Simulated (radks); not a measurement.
Effect of the nuclear size on neutral lanthanum, [Xe] 5d1 6s2. Method: Dirac Kohn-Sham, relativistic LDA (MacDonald-Vosko exchange, VWN5 correlation), spin-unpolarised, spherical densities, finite nucleus; open shells are shared between the two j in proportion to 2j + 1; Fermi nuclear charge, rms radius 4.855 fm; computed with a radial shooting solver on a logarithmic mesh with Libxc functionals. The rms radius is varied about that value; shifts are against it.

rms radius (fm),total energy shift (eV),density at nucleus (e/bohr^3),1s1/2 shift (meV),2s1/2 shift (meV),5p1/2 shift (meV),6s1/2 shift (meV),5d5/2 shift (meV),6p1/2 (empty) shift (meV)
4.3695,-1.75,3.548e+05,-726,-88.0,0.124,-0.041,0.072,0.031
4.5491,-1.12,3.52e+05,-464,-56.3,0.079,-0.026,0.046,0.020
4.855,0,3.474e+05,0.000,0.000,0.000,0.000,0.000,0.000
5.1414,1.10,3.434e+05,457,55.4,-0.078,0.026,-0.046,-0.019
5.9619,4.54,3.334e+05,1880,228,-0.322,0.106,-0.188,-0.080

Slopes of the eigenvalues against <r^2> in GHz/fm^2, as finite differences over the two radii next to the reference (eigenvalue slopes, not the field-shift constants of lines): 1s1/2 38800, 2s1/2 4700, 5p1/2 -6.64, 6s1/2 2.19, 5d5/2 -3.88, 6p1/2 (empty) -1.65.
